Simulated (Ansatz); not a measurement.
Start from `C[SiH2]/C(F)=C\F` and change one atom or group to get `F/C=C/C(F)=C\F`.

Ansatz, PBE0-D4/def2-TZVP geometries, multiplicity 1. Each molecule was computed in one conformer, which needn't be the lowest.

```tsv
property	`C[SiH2]/C(F)=C\F`
HOMO–LUMO gap (B3LYP/def2-TZVPP) / eV	6.64
HOMO–LUMO gap (ωB97M-V/def2-TZVPP) / eV	11.33
HOMO energy (PBE0/def2-TZVPP) / eV	-7.41
size of the dipole moment (ωB97M-V/def2-TZVPP) / D	0.80
size of the dipole moment (PBE/def2-TZVPP) / D	0.83
HOMO energy (ωB97M-V/def2-TZVPP) / eV	-9.67
```

Problem. Give the same properties after the change, and the shifts. (Best estimate.)

Solution. The calculation gave: 
```
                                          property  `F/C=C/C(F)=C\F`  shift
             HOMO–LUMO gap (B3LYP/def2-TZVPP) / eV              5.35  -1.29
           HOMO–LUMO gap (ωB97M-V/def2-TZVPP) / eV              9.97  -1.36
                HOMO energy (PBE0/def2-TZVPP) / eV             -6.84   0.57
size of the dipole moment (ωB97M-V/def2-TZVPP) / D              0.85   0.05
    size of the dipole moment (PBE/def2-TZVPP) / D              0.74  -0.09
             HOMO energy (ωB97M-V/def2-TZVPP) / eV             -8.95   0.72
```

With PBE0 the HOMO rises by 0.57 eV and the LUMO falls by 0.75 eV, so the gap narrows by about 1.32 eV. PBE moves the HOMO by 0.42 eV and ωB97M-V by 0.72 eV. Dipoles are sizes alone; their direction can turn.

B3LYP here is the variant with VWN-RPA as its local correlation; programs differ in this.
